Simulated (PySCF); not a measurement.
What binds TlC: the parts of the energy along the bond

State: ⁴Σ⁻, quartet, unpaired electrons σ ↑, π ↑↑. ROHF-based CCSD(T) in PySCF 2.14 with Tl cc-pwCVDZ-PP with ECP60, C aug-cc-pVDZ and Tl cc-pwCVTZ-PP with ECP60, C aug-cc-pVTZ (frozen core orbitals: 5; scalar-relativistic core potentials). Correlation energies are extrapolated as n⁻³ (n = 2, 3), Hartree–Fock as (n+1)·exp(−9√n). CV is the change on freezing 4 orbitals instead, in Tl cc-pwCVTZ-PP with ECP60, C cc-pwCVTZ. All energies in eV from Tl + C.

| R (Å) | HF/CBS | CCSD corr. | (T) | CV | total |
| --- | --- | --- | --- | --- | --- |
| 2.1025 | -1.645 | -0.685 | -0.1420 | -0.0121 | -2.484 |
| 2.1939 | -1.816 | -0.633 | -0.1371 | -0.0104 | -2.597 |
| 2.2853 | -1.884 | -0.594 | -0.1338 | -0.0091 | -2.621 |
| 2.3768 | -1.877 | -0.564 | -0.1317 | -0.0080 | -2.581 |
| 2.4910 | -1.800 | -0.535 | -0.1302 | -0.0069 | -2.472 |
| 2.6053 | -1.672 | -0.513 | -0.1294 | -0.0059 | -2.320 |

A fit to the total gives Re = 2.2689 Å, De = 2.622 eV, ωe = 437.5 cm⁻¹, Be = 0.2889 cm⁻¹ (masses 204.9744 and 12.0000 u).

At R = 2.2853 Å the CCSD correlation energy is -0.409185 hartree in the smaller basis and -0.541828 in the larger. Extrapolate it.

(3³·E3 − 2³·E2)/(3³ − 2³) = -0.59768 hartree; the larger basis holds 90.7 % of it.

The T1 diagnostic is 0.029. The state was picked by a PBE0 search and need not be the measured ground state. Spin–orbit coupling, excitations beyond (T) and corrections to the Born–Oppenheimer picture are left out, and spin–orbit coupling matters for open p, d or f shells this heavy.
